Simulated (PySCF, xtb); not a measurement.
germylmethylgermane (CH₈Ge₂), SMILES [CH2]([GeH3])[GeH3].

xtb 6.7.1 with GFN2-xTB at its own geometry gives an orbital gap of 7.78 eV and a dipole moment of 0.77 D.

Geometry: PBE0-D3(BJ)/def2-SVP.

What does PBE/def2-TZVP run with PySCF give? (The exact figures need the calculation; the answer reports its results.)

gap 6.93 eV (levels -7.30 and -0.36 eV), dipole 0.75 D.
